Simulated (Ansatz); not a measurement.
`[SiH3]/C=C\[SiH2]Cl`, charge 0, multiplicity 1.

**Question.** Give a relaxed structure at PBE0-D4/def2-TZVP (Ansatz 0.2.0). (An estimate is asked.)

**Answer.** The calculation gave: 
```xyz
12

Si    0.327   -1.388    1.164
C    -1.096   -0.431    0.423
C    -1.020    0.558   -0.474
Si    0.530    1.244   -1.248
Cl    1.663    2.234    0.160
H     1.602   -1.027    0.495
H     0.073   -2.844    1.002
H     0.425   -1.090    2.617
H    -2.090   -0.710    0.780
H    -1.950    1.032   -0.794
H     1.385    0.191   -1.842
H     0.151    2.233   -2.285
```
This is one stationary point; other conformers may exist.
